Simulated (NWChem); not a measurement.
System: CH₄ClFOSi; SMILES [Si@](Cl)(O)(C)F

```xyz
9

C      1.6378     1.1041     0.0660
Si    -0.0343     0.3422    -0.0071
O     -0.8250     0.8707    -1.3442
F     -0.8904     0.7256     1.3126
Cl     0.0587    -1.7174    -0.0031
H      2.2276     0.8229    -0.8185
H      2.1748     0.7699     0.9655
H      1.5531     2.2010     0.0946
H     -1.6857     0.4905    -1.5451
```
Atoms are numbered in this order, from 1.

All runs: NWChem. The geometry was optimised at PBE0/def2-SVP. Level B3LYP/def2-SVP: energy and gradient on several grids; changes count from the extra-fine grid, which is no exact limit either.

| grid | size of the energy change (μHa) | largest change of a gradient component (μHa/bohr) | time, medium = 1 (rough) |
|---|---|---|---|
| xcoarse | 200 | 4000 | about 1 |
| coarse | 10 | 200 | about 1 |
| medium | < 10 | < 30 | about 1 |
| fine | < 10 | < 30 | about 1 |
| xfine | < 10 | < 30 | 2 |
